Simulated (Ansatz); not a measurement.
Compare A (`C=C(O)BCl`) with its isomer B (`ClB1CCO1`).

Program: Ansatz. Geometries: PBE0-D4/def2-TZVP. ΔE: electronic, gas phase. CCSD(T)/CBS is the MP2 limit (def2-TZVPP, def2-QZVPP) plus CCSD(T) − MP2 in def2-TZVPP, frozen cores. DFT in def2-TZVPP. B3LYP here is the variant with VWN-RPA as its local correlation; programs differ in this. Each species was taken in one conformer, which may not be the lowest.

**Question.** Which is lower in electronic energy at CCSD(T)/CBS, and by how much? (Estimate.)

**Answer.** Ansatz gave: B, by 33.4 kcal/mol.

**Question.** Give E(B) − E(A) in kcal/mol with MP2/def2-TZVPP, CCSD/def2-TZVPP, CCSD(T)/def2-TZVPP, PBE-D4, B2PLYP, B3LYP-D4, BLYP-D4. (Best estimate.)

**Answer.** Ansatz gave: MP2/def2-TZVPP -35.7, CCSD/def2-TZVPP -34.4, CCSD(T)/def2-TZVPP -33.9, PBE-D4 -33.0, B2PLYP -32.4, B3LYP-D4 -30.6, BLYP-D4 -28.1. None reverses the order clearly.

**Question.** Does the order hold for the free energy at 298.15 K (harmonic terms from PBE0-D4)? (An estimate is asked.)

**Answer.** The calculation gave: Yes: G(B) − G(A) = -30.5 kcal/mol, for one conformer each.

Largest T1 diagnostic: 0.013.

From PBE to PBE0 (25 % exact exchange), in def2-TZVPP and without D4, E(B) − E(A) moves by −2.3 kcal/mol. At CCSD(T), def2-SVP lies −3.3 kcal/mol from the extrapolated value and def2-TZVPP −0.5 kcal/mol.
